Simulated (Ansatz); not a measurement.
Ideal-gas functions of `[NH2][Sn][SH]` at 800 K and 1 bar, from an Ansatz frequency run at PBE0-D4/def2-TZVP.

Molar mass 167.81 g/mol, point group Cs (symmetry number 1), electronic degeneracy 1, moments of inertia 60.915, 166.486, 227.4 u Å². Harmonic wavenumbers (cm⁻¹, unscaled): 155, 232, 318, 329, 424, 612, 622, 699, 1549, 2719, 3582, 3697.

Use S(trans) = R[1.5 ln M + 2.5 ln T − 1.1517]; rotational temperatures θ = 24.2544 K / I; S(rot) = R[ln(√π/σ · √(T³/θAθBθC)) + 1.5]; for each mode x = 1.438777 ν̃/T, S = R[x/(eˣ − 1) − ln(1 − e⁻ˣ)] and H = RT x/(eˣ − 1); 1 cm⁻¹ = 0.0119627 kJ/mol; R = 8.31446 J/(mol·K).

Problem. By hand: the entropy, in J/(mol·K).

Solution. Translation 193.3. Rotation: θ = 0.3982, 0.1457, 0.1067 K, giving 121.7. Vibration, mode by mode: 18.96, 15.64, 13.07, 12.80, 10.77, 7.92, 7.80, 6.94, 2.05, 0.37, 0.10, 0.08, in all 96.5. Electronic 0.0. Sum 411.5 J/(mol·K).

Problem. By hand: H − E and G − E in kJ/mol, counted from the electronic energy.

Solution. Zero-point energy ½ × 14938 × 0.0119627 = 89.3; thermal vibration 37.5; translation, rotation and pV give 4 RT = 26.6. H − E = 153.4 kJ/mol, and G − E = 153.4 − 800 × 411.5/1000 = -175.8 kJ/mol.

Vibration gives 23 % of the entropy. The sum counts one conformer and one mirror image; others add a mixing term.
